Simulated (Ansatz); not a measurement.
Consider the formal exchange of groups at the Al–O bond: `C[O][AlH][GeH3]` + SiH₄ → `[SiH3][AlH][GeH3]` + CH₃OH.

Computed with Ansatz on PBE0-D4/def2-TZVP structures; ΔE is electronic, products minus reactants. CCSD(T)/CBS adds triple-zeta CCSD(T) − MP2 to the extrapolated MP2 energy (def2 sets, frozen cores). This one scheme is used for every species. DFT in def2-TZVPP. For Ge outer-core shells are correlated without core-valence functions, which leaves a few kJ/mol of doubt a bond. Scalar relativity is left out up to krypton. One conformer a species, not always the lowest.

**Question.** Is it downhill or uphill in electronic energy at CCSD(T)/CBS, and by how much? (Estimate.)

**Answer.** The calculation gave: Uphill: ΔE = +1.40 eV.

**Question.** What do these levels give: PBE-D4, r2SCAN-D4, PBE0-D4, ωB97X-V, ωB97M-V, B2PLYP, PBE, MP2/def2-TZVPP, HF/def2-QZVPP, MP2/def2-QZVPP, SCS-MP2/def2-QZVPP, CCSD/CBS(def2)? (Estimate.)

**Answer.** The calculation gave: PBE-D4 1.22, r2SCAN-D4 1.39, PBE0-D4 1.23, ωB97X-V 1.41, ωB97M-V 1.47, B2PLYP 1.49, PBE 1.21, MP2/def2-TZVPP 1.52, HF/def2-QZVPP 1.54, MP2/def2-QZVPP 1.52, SCS-MP2/def2-QZVPP 1.53, CCSD/CBS(def2) 1.41 eV.

Largest T1 diagnostic among the species: 0.013.
